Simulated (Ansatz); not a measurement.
A structure relaxed at PBE0-D4/def2-TZVP, charge 0, multiplicity 1:

```csv
atom,x (Å),y (Å),z (Å)
C1,0.368,-0.278,-1.496
S2,0.247,-1.370,-0.041
Ge3,-0.323,0.130,1.405
F4,0.820,1.395,1.565
F5,-0.536,-0.551,2.955
F6,-1.777,0.945,1.010
H7,0.658,-0.930,-2.319
H8,1.135,0.481,-1.354
H9,-0.593,0.179,-1.725
```

Task: Give its formula and SMILES.

Result: CH3F3GeS, `C[S][Ge]([F])([F])[F]`.

Task: Point group (tolerance 0.08 Å, 0.16 Å for H)?

Result: Cs.

Task: Summarise the bond lengths by kind.

Result: 1 × C–S 1.823 Å; 3 × C–H 1.088 to 1.089 Å; 1 × Ge–S 2.159 Å; 3 × F–Ge 1.706 to 1.713 Å.

Computed with Ansatz.
